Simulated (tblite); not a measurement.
Species: C₇H₉P.
Z-matrix (Å and degrees, GFN2-xTB geometry), rows numbered from 1:
```
C 
C   1  1.5289
C   2  1.5054  1  110.18
C   3  1.3819  2  119.27  1    86.45
C   4  1.3856  3  124.54  2  -177.84
C   5  1.3852  4  122.60  3     0.50
C   6  1.3786  5  123.00  4    -0.06
P   7  1.7324  6  125.65  5    -0.29
H   1  1.0882  2  110.48  3   -60.64
H   1  1.0876  2  110.65  3   178.93
H   1  1.0886  2  109.88  3    58.90
H   2  1.0926  1  109.51  3   121.13
H   2  1.0926  1  109.01  3  -120.56
H   4  1.0841  3  117.62  2     2.54
H   5  1.0809  4  118.54  3  -179.40
H   6  1.0829  5  118.49  4   179.91
H   7  1.0838  6  118.41  5  -179.96
```

Method: GFN2-xTB as coded in tblite; computed harmonic values from a numerical Hessian at the method's own geometry, unscaled. The method is semi-empirical: single wavenumbers can be off by several per cent or more. One conformer, not necessarily the lowest.

Harmonic wavenumbers (cm⁻¹): 42.0, 112.2, 206.9, 226.5, 289.4, 319.7, 396.3, 485.0, 514.0, 583.1, 691.7, 739.5, 809.0, 825.0, 850.4, 853.4, 911.9, 925.2, 991.4, 1041.3, 1076.3, 1089.7, 1155.1, 1191.1, 1215.0, 1233.2, 1286.9, 1313.4, 1364.4, 1397.4, 1408.6, 1481.9, 1496.6, 1502.0, 1512.6, 1565.9, 2961.7, 2972.4, 3024.4, 3029.9, 3031.5, 3031.8, 3034.0, 3047.0, 3075.7.

A = 3125, B = 1402, C = 1054 MHz; mass 124.044 u (most abundant isotopes); point group C1, symmetry number 1.

Question: What is the zero-point energy?

Answer: Half the sum of the wavenumbers: 30156 cm⁻¹ = 360.75 kJ/mol.

Question: What is S at 298.15 K and 1 bar for an ideal gas of classical rigid rotors and harmonic oscillators?

Answer: Translation 168.98, rotation 119.80, vibration 84.29: S = 373.1 J/(mol K).

Question: And Cp and H(298.15 K) − H(0)?

Answer: Cp = 133.63 J/(mol K), of which vibrations give 100.37 (their classical limit is 45 R = 374.2); H(298.15 K) − H(0) = 23.69 kJ/mol without the zero-point energy, 13.77 from vibrations.

Question: Which modes carry the vibrational entropy at 298.15 K?

Answer: 42.0 cm⁻¹: 21.60; 112.2 cm⁻¹: 13.52; 206.9 cm⁻¹: 8.66; 226.5 cm⁻¹: 7.98; 289.4 cm⁻¹: 6.18; 319.7 cm⁻¹: 5.49 J/(mol K); the other 39 give 20.86 together.

Question: What must be added to the electronic energy to get the Gibbs energy at 298.15 K and 1 bar?

Answer: ZPE + [H(298.15 K) − H(0)] − T·S = 360.75 + 23.69 − 111.23 = 273.21 kJ/mol.

Question: How do the functions run with temperature in this model?

Answer: 
| T (K) | S (J/(mol K)) | Cp (J/(mol K)) | H − H(0) (kJ/mol) | G − H(0) (kJ/mol) | ln q(vib) |
| --- | --- | --- | --- | --- | --- |
| 50 | 238.3 | 45.9 | 1.94 | -9.97 | 0.40 |
| 100 | 274.9 | 61.8 | 4.63 | -22.86 | 1.14 |
| 373.15 | 406.3 | 163.0 | 34.83 | -116.77 | 6.01 |
| 500 | 460.3 | 206.6 | 58.37 | -171.76 | 8.52 |
| 750 | 556.4 | 266.8 | 118.14 | -299.14 | 13.55 |
| 1000 | 638.8 | 305.3 | 189.97 | -448.79 | 18.40 |

q(vib) and H(0) count from the zero-point level.

Hindered rotation and anharmonicity are outside this model. Other conformers, if any are populated, would add a mixing term that is left out. The structure is chiral; the term R ln 2 for an equal mix with its mirror image is left out.

The run took 0.56 s wall on one thread, Intel Xeon Platinum 8488C (x86_64), shared host with 96 logical CPUs at a one-minute load of 33. The figure is for the frequency step alone.
